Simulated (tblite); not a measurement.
Species: C7H13N.
Atom-mapped SMILES: `[CH3:1]/[N:2]=[CH:3]\[CH2:4][CH:5]=[C:6]([CH3:7])[CH3:8]` (hydrogens: H9, H10, H11 on C1; H12 on C3; H13, H14 on C4; H15 on C5; H16, H17, H18 on C7; H19, H20, H21 on C8)

Computed with GFN2-xTB (tblite), gas phase: L-BFGS steps from a force-field or distance-geometry start until the largest atomic force falls under 0.01 eV/Å.

Step 12: E = -666.4268 eV
```
atom  x, y, z in Å  |  force x, y, z in eV/Å
C1      3.3435    0.8483    0.4908    0.021   0.018  -0.011
N2      2.8493   -0.1559   -0.4131    0.017  -0.015  -0.014
C3      1.7477   -0.7254   -0.2244    0.014   0.035   0.007
C4      0.7554   -0.4940    0.8865   -0.045  -0.005   0.038
C5     -0.3550    0.3730    0.3688   -0.030   0.001  -0.026
C6     -1.5963    0.0133    0.0633    0.025   0.000   0.001
C7     -2.5875    1.0224   -0.4376    0.009   0.004   0.008
C8     -2.1570   -1.3699    0.1927    0.008  -0.013  -0.001
H9      2.6371    1.6730    0.6148    0.016   0.014   0.002
H10     4.2704    1.2367    0.0718    0.026   0.009  -0.002
H11     3.5536    0.4266    1.4779    0.018   0.005  -0.015
H12     1.4591   -1.4568   -0.9731   -0.025   0.010   0.024
H13     1.2415    0.0150    1.7217    0.005  -0.023   0.005
H14     0.3811   -1.4545    1.2366   -0.024  -0.037  -0.001
H15    -0.0677    1.4060    0.2148    0.005  -0.002   0.007
H16    -2.1409    2.0106   -0.5007   -0.020   0.026  -0.017
H17    -3.4452    1.0680    0.2331   -0.011   0.005  -0.016
H18    -2.9515    0.7382   -1.4248    0.000   0.008   0.011
H19    -2.5984   -1.6774   -0.7546   -0.004  -0.005   0.004
H20    -1.4017   -2.0977    0.4693   -0.007  -0.028   0.008
H21    -2.9464   -1.3825    0.9451    0.005  -0.005  -0.009
```

Step 13: E = -666.4272 eV
```
atom  x, y, z in Å  |  force x, y, z in eV/Å
C1      3.3443    0.8487    0.4903    0.021   0.012  -0.012
N2      2.8486   -0.1561   -0.4129    0.033   0.014  -0.002
C3      1.7470   -0.7249   -0.2241   -0.012   0.011   0.011
C4      0.7536   -0.4945    0.8871   -0.014  -0.011   0.016
C5     -0.3551    0.3733    0.3682   -0.007   0.001  -0.006
C6     -1.5956    0.0132    0.0631   -0.015  -0.005  -0.007
C7     -2.5870    1.0218   -0.4375   -0.004   0.018  -0.001
C8     -2.1566   -1.3696    0.1927    0.002  -0.026  -0.001
H9      2.6402    1.6751    0.6156    0.003   0.009  -0.004
H10     4.2709    1.2363    0.0709    0.035   0.009  -0.013
H11     3.5560    0.4285    1.4776    0.013  -0.006  -0.011
H12     1.4583   -1.4564   -0.9731   -0.023   0.017   0.031
H13     1.2402    0.0123    1.7224    0.011  -0.005   0.019
H14     0.3792   -1.4549    1.2367   -0.028  -0.044  -0.006
H15    -0.0677    1.4061    0.2151    0.009   0.007   0.004
H16    -2.1416    2.0104   -0.5009   -0.013   0.029  -0.016
H17    -3.4451    1.0680    0.2327   -0.011  -0.001  -0.011
H18    -2.9513    0.7383   -1.4248    0.001   0.003   0.008
H19    -2.5982   -1.6777   -0.7542   -0.007  -0.002  -0.007
H20    -1.4026   -2.0982    0.4693    0.005  -0.031   0.012
H21    -2.9462   -1.3827    0.9445    0.000   0.001  -0.003
```

Step 14: E = -666.4276 eV
```
atom  x, y, z in Å  |  force x, y, z in eV/Å
C1      3.3454    0.8495    0.4897    0.021   0.006  -0.010
N2      2.8483   -0.1561   -0.4126    0.029   0.036   0.012
C3      1.7463   -0.7239   -0.2235   -0.028  -0.010   0.017
C4      0.7515   -0.4953    0.8879    0.020  -0.015  -0.005
C5     -0.3553    0.3736    0.3676    0.016  -0.002   0.017
C6     -1.5952    0.0131    0.0627   -0.043  -0.007  -0.012
C7     -2.5866    1.0215   -0.4375   -0.016   0.026  -0.009
C8     -2.1562   -1.3697    0.1926   -0.003  -0.028  -0.002
H9      2.6432    1.6773    0.6163   -0.003   0.001  -0.011
H10     4.2721    1.2360    0.0696    0.038   0.009  -0.019
H11     3.5584    0.4302    1.4770    0.010  -0.012  -0.009
H12     1.4572   -1.4557   -0.9725   -0.018   0.021   0.033
H13     1.2391    0.0096    1.7234    0.009   0.006   0.029
H14     0.3767   -1.4560    1.2366   -0.025  -0.035  -0.014
H15    -0.0676    1.4062    0.2156    0.010   0.009   0.001
H16    -2.1425    2.0108   -0.5014   -0.007   0.025  -0.013
H17    -3.4452    1.0679    0.2320   -0.011  -0.003  -0.005
H18    -2.9511    0.7384   -1.4245    0.000  -0.001   0.000
H19    -2.5981   -1.6781   -0.7538   -0.008  -0.002  -0.015
H20    -1.4034   -2.0994    0.4694    0.012  -0.027   0.011
H21    -2.9460   -1.3830    0.9440   -0.004   0.005   0.003
```

Step 15: E = -666.4280 eV
```
atom  x, y, z in Å  |  force x, y, z in eV/Å
C1      3.3474    0.8506    0.4888    0.019   0.001  -0.006
N2      2.8480   -0.1557   -0.4120    0.010   0.048   0.022
C3      1.7455   -0.7226   -0.2224   -0.027  -0.024   0.023
C4      0.7493   -0.4965    0.8891    0.046  -0.014  -0.018
C5     -0.3557    0.3738    0.3670    0.030  -0.006   0.038
C6     -1.5952    0.0128    0.0622   -0.050  -0.005  -0.010
C7     -2.5864    1.0217   -0.4375   -0.023   0.025  -0.015
C8     -2.1558   -1.3704    0.1924   -0.008  -0.020  -0.003
H9      2.6469    1.6800    0.6169   -0.003  -0.009  -0.018
H10     4.2743    1.2357    0.0676    0.031   0.007  -0.022
H11     3.5617    0.4321    1.4761    0.008  -0.016  -0.007
H12     1.4554   -1.4544   -0.9711   -0.012   0.022   0.028
H13     1.2379    0.0064    1.7252    0.000   0.010   0.034
H14     0.3731   -1.4581    1.2362   -0.012  -0.013  -0.024
H15    -0.0673    1.4065    0.2161    0.008   0.003   0.000
H16    -2.1437    2.0117   -0.5022   -0.002   0.015  -0.007
H17    -3.4456    1.0677    0.2311   -0.011  -0.003   0.001
H18    -2.9510    0.7385   -1.4243   -0.003  -0.004  -0.011
H19    -2.5981   -1.6785   -0.7538   -0.006  -0.004  -0.019
H20    -1.4041   -2.1012    0.4699    0.011  -0.017   0.006
H21    -2.9458   -1.3831    0.9434   -0.007   0.006   0.008
```

**Question.** Estimate the geometry and energy of step 16. (The exact step hangs on the optimiser's Hessian estimate; all steps are aligned on step 15, rigid shifts and turns removed.)

**Answer.** E = -666.4284 eV, largest force 0.054 eV/Å
```
atom  x, y, z in Å  |  force x, y, z in eV/Å
C1      3.3498    0.8520    0.4878    0.016  -0.001   0.000
N2      2.8475   -0.1545   -0.4110   -0.013   0.042   0.019
C3      1.7447   -0.7215   -0.2209   -0.008  -0.022   0.026
C4      0.7476   -0.4981    0.8904    0.048  -0.005  -0.014
C5     -0.3560    0.3738    0.3671    0.026  -0.011   0.046
C6     -1.5956    0.0126    0.0617   -0.032   0.000  -0.002
C7     -2.5866    1.0223   -0.4379   -0.021   0.013  -0.016
C8     -2.1555   -1.3715    0.1921   -0.011  -0.005  -0.005
H9      2.6507    1.6827    0.6174    0.001  -0.016  -0.022
H10     4.2771    1.2353    0.0647    0.018   0.003  -0.019
H11     3.5653    0.4338    1.4751    0.008  -0.015  -0.006
H12     1.4535   -1.4527   -0.9694   -0.005   0.017   0.017
H13     1.2367    0.0032    1.7276   -0.011   0.007   0.031
H14     0.3691   -1.4604    1.2352    0.006   0.012  -0.031
H15    -0.0668    1.4068    0.2167    0.003  -0.011   0.001
H16    -2.1448    2.0129   -0.5032   -0.001   0.002  -0.001
H17    -3.4462    1.0673    0.2302   -0.010   0.000   0.005
H18    -2.9509    0.7384   -1.4243   -0.006  -0.003  -0.020
H19    -2.5983   -1.6790   -0.7541   -0.003  -0.007  -0.016
H20    -1.4045   -2.1034    0.4704    0.003  -0.001  -0.002
H21    -2.9457   -1.3831    0.9430   -0.007   0.003   0.008
```

The energy changes by -0.0004 eV. The first-order estimate −F·Δx gives -0.0006 eV and the mean of the old and new forces, exact on a quadratic surface, -0.0004 eV. The step makes an angle of 70° with the force vector and moves no atom by more than 0.005 Å.

What follows is the cost of the whole relaxation. On one thread of an Intel Xeon at 2.70 GHz, no GPU (shared host), this took 2.4 s of wall time.
